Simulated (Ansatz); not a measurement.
Reaction (formal hydrolysis of the Sc–Cl bond): `[NH2][Sc]([Cl])[Cl]` + H₂O → `[NH2][Sc]([OH])[Cl]` + HCl

Computed with Ansatz on PBE0-D4/def2-TZVP structures; ΔE is electronic, products minus reactants. CCSD(T)/CBS is the MP2 limit (def2-TZVPP, def2-QZVPP) plus CCSD(T) − MP2 in def2-TZVPP, frozen cores. This one scheme is used for every species. DFT in def2-TZVPP. B3LYP here is the variant with VWN-RPA as its local correlation; programs differ in this. For Sc outer-core shells are correlated without core-valence functions, which leaves a few kJ/mol of doubt a bond. Scalar relativity is left out up to krypton. Each species was taken in one conformer, which may not be the lowest.

Is it downhill or uphill in electronic energy at CCSD(T)/CBS, and by how much? (An estimate is asked.)

Ansatz gave: Uphill: ΔE = +43.6 kJ/mol.

What do these levels give: B97M-V, B3LYP-D4, r2SCANh-D4, B2PLYP, PBE, PBE0, r2SCAN0, CAM-B3LYP, HF/def2-SVP, MP2/def2-SVP, CCSD/def2-SVP, SCS-MP2/def2-TZVPP? (Estimate.)

Ansatz gave: B97M-V 46.8, B3LYP-D4 41.5, r2SCANh-D4 46.9, B2PLYP 40.5, PBE 41.2, PBE0 46.1, r2SCAN0 48.3, CAM-B3LYP 35.6, HF/def2-SVP 47.9, MP2/def2-SVP 31.3, CCSD/def2-SVP 31.0, SCS-MP2/def2-TZVPP 39.5 kJ/mol.

What do rigid-rotor, harmonic-oscillator terms from PBE0-D4/def2-TZVP frequencies (298.15 K, 1 bar) make of the CCSD(T)/CBS value? (An estimate is asked.)

Computed: ΔZPE = -8.5 kJ/mol, ΔH = +35.2 kJ/mol, ΔS = 2 J/(mol·K), ΔG = +34.7 kJ/mol.

Largest T1 diagnostic among the species: 0.015.

In def2-TZVPP, CCSD(T) changes the Hartree–Fock value by −11.4 kJ/mol (the triples alone add +0.1 kJ/mol) and MP2 by −10.8 kJ/mol. From BLYP to BHLYP (50 % exact exchange), in def2-TZVPP and without D4, ΔE moves by +7.9 kJ/mol.
